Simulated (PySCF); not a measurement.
A calculated (M06-2X, PySCF 2.14, 6-31G*, no relativity, point nucleus) atom or ion has these occupied shells.

| shell | electrons | orbital energy (eV) | rms radius, mean of both spins (bohr) |
| --- | --- | --- | --- |
| 1s α | 1 | -5401.0 | 0.0777 |
| 1s β | 1 | -5401.0 | 0.0777 |
| 2s α | 1 | -619.64 | 0.336 |
| 2s β | 1 | -618.30 | 0.336 |
| 2p α | 3 | -524.20 | 0.304 |
| 2p β | 3 | -522.98 | 0.304 |
| 3s α | 1 | -79.589 | 1.04 |
| 3s β | 1 | -75.595 | 1.04 |
| 3p α | 3 | -52.871 | 1.13 |
| 3p β | 3 | -47.866 | 1.13 |
| 3d α | 4 | -11.552 | 1.55 |

(1) Name the element and its charge.

Results:

(1) V⁺ (vanadium, charge +1), in [Ar] 3d4, high-spin 5D determinant.
